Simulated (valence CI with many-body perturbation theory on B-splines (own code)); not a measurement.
Level structure of Zr³⁴⁺

Calculated by relativistic CI+MBPT: four valence electrons over a frozen Dirac-Fock core [He], a basis of 11 s, 11 p, 10 d, 8 f, 5 g, 2 h functions for each j, with the one-electron correlation potential Σ1 (screened to all orders), the two-electron term Σ2, the three-electron term Σ3, Breit, model QED; selected single and double excitations, second order for the rest, scaled by the run's own slope (own B-spline code, finite nucleus).

The last digits are not significant, and no measured levels were compared; by estimate large intervals hold to a few tenths of a per cent, small ones and those within an open d or f shell to about a per cent. Among the levels kept, up to 970 cm⁻¹ of a level comes from second order outside the variational space, and about a tenth of that is noise between levels of different J, which matters for small intervals.

Levels 1 to 45 of 199, with energies above the lowest level, (2s^2 2p1/2^2) J=0. "Leading %" is the weight of the configuration and term that name the level; weights of strongly mixed levels are sums over their largest components and can fall short. In the jj column 3d3/2^4 stands for four electrons in 3d with j = 3/2. Lifetimes count E1, E2, E3, M1 and M2 decay at the calculated energies, and are blank where another channel may lead or the interval is too uncertain; long ones can be off by a factor of two.

```
No.  Configuration  Term  J  E (Ry)  Leading %    Second component  Lifetime                Leading jj
  1        2s2 2p2    3P  0    0.00         76     23 % 2s2 2p2 1S                 2s^2 2p1/2^2 (98 %)
  2        2s2 2p2    3P  1    6.03        100                        253 ns  2s^2 2p1/2 2p3/2 (100 %)
  3        2s2 2p2    1D  2    6.89         56     44 % 2s2 2p2 3P    150 μs   2s^2 2p1/2 2p3/2 (98 %)
  4        2s2 2p2    3P  2   13.52         55     44 % 2s2 2p2 1D    126 ns       2s^2 2p3/2^2 (98 %)
  5         2s 2p3   5S°  2   14.59         60     30 % 2s 2p3 3P°    257 ps   2s 2p1/2^2 2p3/2 (84 %)
  6        2s2 2p2    1S  0   15.52         75     24 % 2s2 2p2 3P   69.4 ns       2s^2 2p3/2^2 (97 %)
  7         2s 2p3   3D°  1   18.03         50     24 % 2s 2p3 3P°   8.70 ps   2s 2p1/2^2 2p3/2 (91 %)
  8         2s 2p3   3D°  2   20.75         57     29 % 2s 2p3 5S°   30.4 ps   2s 2p1/2 2p3/2^2 (87 %)
  9         2s 2p3   3D°  3   22.35        100                       36.4 ps  2s 2p1/2 2p3/2^2 (100 %)
 10         2s 2p3   3P°  0   24.14        100                       9.25 ps  2s 2p1/2 2p3/2^2 (100 %)
 11         2s 2p3   3P°  1   24.72         39     34 % 2s 2p3 3D°   5.90 ps   2s 2p1/2 2p3/2^2 (93 %)
 12         2s 2p3   1D°  2   25.39         58     24 % 2s 2p3 3D°   5.47 ps   2s 2p1/2 2p3/2^2 (87 %)
 13         2s 2p3   3S°  1   25.97         37     30 % 2s 2p3 1P°   3.94 ps   2s 2p1/2 2p3/2^2 (92 %)
 14         2s 2p3   3P°  2   30.68         46     36 % 2s 2p3 1D°   7.47 ps         2s 2p3/2^3 (87 %)
 15         2s 2p3   1P°  1   33.49         52     28 % 2s 2p3 3S°   3.00 ps         2s 2p3/2^3 (92 %)
 16            2p4    3P  2   35.44         75         24 % 2p4 1D   4.70 ps    2p1/2^2 2p3/2^2 (98 %)
 17            2p4    1S  0   37.61         50         49 % 2p4 3P   3.65 ps    2p1/2^2 2p3/2^2 (96 %)
 18            2p4    3P  1   41.91        100                       3.16 ps     2p1/2 2p3/2^3 (100 %)
 19            2p4    1D  2   42.89         75         24 % 2p4 3P   3.81 ps      2p1/2 2p3/2^3 (99 %)
 20            2p4    3P  0   50.63         50         48 % 2p4 1S   2.48 ps            2p3/2^4 (96 %)
 21      2s2 2p 3s   3P°  0  188.00         98                       74.0 fs      2s^2 2p1/2 3s (98 %)
 22      2s2 2p 3s   3P°  1  188.14         68  30 % 2s2 2p 3s 1P°   58.1 fs      2s^2 2p1/2 3s (98 %)
 23      2s2 2p 3p    3D  1  190.81         71   23 % 2s2 2p 3p 1P   4.69 ps   2s^2 2p1/2 3p1/2 (98 %)
 24      2s2 2p 3p    3P  0  192.19         72   25 % 2s2 2p 3p 1S   1.02 ps   2s^2 2p1/2 3p1/2 (96 %)
 25      2s2 2p 3p    3P  1  193.19         41   29 % 2s2 2p 3p 3S    785 fs   2s^2 2p1/2 3p3/2 (93 %)
 26      2s2 2p 3p    3D  2  193.39         61   23 % 2s2 2p 3p 1D   2.86 ps   2s^2 2p1/2 3p3/2 (97 %)
 27      2s2 2p 3s   3P°  2  195.03         95                       49.1 fs      2s^2 2p3/2 3s (95 %)
 28      2s2 2p 3s   1P°  1  195.38         68  30 % 2s2 2p 3s 3P°   46.4 fs      2s^2 2p3/2 3s (97 %)
 29      2s2 2p 3d   3F°  2  195.88         74  20 % 2s2 2p 3d 1D°   54.3 fs   2s^2 2p1/2 3d3/2 (98 %)
 30      2s 2p2 3s    5P  1  195.91         65   17 % 2s 2p2 3s 3S   87.6 fs      2s 2p1/2^2 3s (83 %)
 31      2s2 2p 3d   3D°  1  196.85         53  26 % 2s2 2p 3d 1P°   6.07 fs   2s^2 2p1/2 3d3/2 (96 %)
 32      2s2 2p 3d   3P°  2  197.02         44  34 % 2s2 2p 3d 3D°   9.57 fs   2s^2 2p1/2 3d5/2 (96 %)
 33      2s 2p2 3s    3P  0  197.05         79   19 % 2s 2p2 3s 1S   74.3 fs      2s 2p1/2^2 3s (88 %)
 34      2s2 2p 3d   3F°  3  197.07         54  23 % 2s2 2p 3d 1F°   11.2 fs   2s^2 2p1/2 3d5/2 (97 %)
 35      2s2 2p 3p    3P  1  198.39         53   18 % 2s2 2p 3p 3S   1.06 ps   2s^2 2p3/2 3p1/2 (93 %)
 36      2s2 2p 3p    3D  2  198.59         36   30 % 2s2 2p 3p 1D   1.55 ps   2s^2 2p3/2 3p1/2 (93 %)
 37      2s 2p2 3p   5D°  0  198.74         66  32 % 2s 2p2 3p 3P°    403 fs   2s 2p1/2^2 3p1/2 (88 %)
 38      2s 2p2 3p   5D°  1  198.84         36  27 % 2s 2p2 3p 3P°   95.4 fs   2s 2p1/2^2 3p1/2 (85 %)
 39      2s2 2p 3p    3D  3  199.84         94                       2.47 ps   2s^2 2p3/2 3p3/2 (94 %)
 40      2s2 2p 3p    3S  1  199.91         46   45 % 2s2 2p 3p 1P   2.30 ps   2s^2 2p3/2 3p3/2 (95 %)
 41      2s 2p2 3s    5P  2  200.60         64   16 % 2s2 2p 3p 1D    113 fs  2s 2p1/2 2p3/2 3s (72 %)
 42      2s2 2p 3p    3P  2  201.01         40   28 % 2s2 2p 3p 1D    271 fs   2s^2 2p3/2 3p3/2 (68 %)
 43      2s 2p2 3p   5D°  2  201.09         31  31 % 2s 2p2 3p 5P°    480 fs   2s 2p1/2^2 3p3/2 (85 %)
 44      2s 2p2 3p   3D°  1  201.44         43  15 % 2s 2p2 3p 1P°   22.5 fs   2s 2p1/2^2 3p3/2 (86 %)
 45      2s 2p2 3s    3P  1  201.86         76   13 % 2s 2p2 3s 5P   54.0 fs  2s 2p1/2 2p3/2 3s (93 %)
```

The ionisation energy to 2s2 2p 2P°_1/2 of the next ion comes out as 4560.9 eV (NIST: 4553 ± 5 eV (semi-empirical)). All 199 levels together are meant to be complete up to 227.79 Ry.
